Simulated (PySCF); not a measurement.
[Bi(BH4)2]+ at several levels of theory

Computed with PySCF 2.14.0 (density fitting, no spin-orbit coupling) at the geometry relaxed with PBE:

```xyz
11
[Bi(BH4)2]+ (singlet)
Bi    0.0000    0.0000   -0.4781
B     2.0398   -0.0703    0.8116
H     2.4059   -0.0729    1.9741
H     1.2103   -1.0820    0.8718
H     2.7886   -0.1491   -0.1437
H     1.3472    1.0371    0.7980
B    -2.0398    0.0703    0.8116
H    -2.4059    0.0729    1.9741
H    -1.2103    1.0820    0.8718
H    -2.7886    0.1491   -0.1437
H    -1.3472   -1.0371    0.7980
```

```
 level                                              basis    state  HOMO (eV)  gap (eV)  charge on Bi1 (e)  dipole about the centre of mass (D)  largest force component (eV/Å)
   PBE     Bi def2-SVP with ECP60, B def2-SVP, H def2-SVP  singlet     -12.90      3.30               0.84                                 0.09                            0.01
  BP86                                           the same  singlet     -13.01      3.29               0.84                                 0.11                            0.11
r2SCAN                                           the same  singlet     -13.22      3.69               0.90                                 0.03                            0.39
 M06-L                                           the same  singlet     -12.99      3.66               1.01                                 0.40                            0.36
   PBE  Bi def2-TZVP with ECP60, B def2-TZVP, H def2-TZVP  singlet     -12.91      3.33               0.90                                 0.07                            0.30
   PBE          Bi x2c-SVPall, B x2c-SVPall, H x2c-SVPall  singlet     -12.92      3.29               0.81                                 0.14                            0.92
```

Charges are Mulliken's, which hang on the basis. The relaxation used the grid (50, 194), these runs (75, 302) or, all-electron (x2c bases, spin-free X2C Hamiltonian), (99, 590).

Problem. What does BLYP with Bi def2-SVP with ECP60, B def2-SVP, H def2-SVP give here?

Solution. state singlet, HOMO (eV) -12.77, gap (eV) 3.26, charge on Bi1 (e) 0.86, dipole about the centre of mass (D) 0.00, largest force component (eV/Å) 0.35. Time: 3.7 s on 2 threads of Arm Neoverse V2, on a shared host, from an already converged density.
